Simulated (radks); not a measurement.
Pm V, 57 electrons, occupied as [Xe] 4f3.

Method: non-relativistic Kohn-Sham, exchange-only B88, spin-polarised, spherical densities, point nucleus; open shells are filled with parallel spins first (spin-orbit coupling, left out, can overturn this in heavy ions); relativity is left out, which matters for an element this heavy; computed with a radial shooting solver on a logarithmic mesh with Libxc functionals.

Energy parts (hartree):
total: -9652.2406
kinetic: 9652.2406
electron-nucleus: -22781.9034
Hartree: 3693.7442
exchange: -216.3221

Orbitals (lengths in bohr, moments of r in powers of bohr):
orbital	occ.	eigenvalue (hartree)	<r^4>
1s up	1	-1566.474	1.729e-06
1s down	1	-1566.474	1.729e-06
2s up	1	-248.1035	0.0002957
2s down	1	-248.1024	0.0002957
2p up	3	-235.4860	0.0001894
2p down	3	-235.4854	0.0001894
3s up	1	-55.49622	0.01132
3s down	1	-55.44445	0.01129
3p up	3	-49.95668	0.01047
3p down	3	-49.90928	0.01044
3d up	5	-39.62841	0.007765
3d down	5	-39.59386	0.007735
4s up	1	-12.41044	0.2762
4s down	1	-12.29981	0.2765
4p up	3	-10.28758	0.3184
4p down	3	-10.17730	0.3190
4d up	5	-6.52824	0.4539
4d down	5	-6.41902	0.4574
4f up	3	-2.02376	1.651
4f down	0	-1.92284	1.810
5s up	1	-2.90273	7.598
5s down	1	-2.85417	7.877
5p up	3	-2.28199	11.27
5p down	3	-2.24326	11.75
5d up	0	-1.34028	32.03
5d down	0	-1.32044	33.72
6s up	0	-1.06490	156.6
6s down	0	-1.05695	160.9

The highest occupied level is 4f up at -55.069 eV. The electron density at the nucleus is 1.613e+05 e/bohr^3.
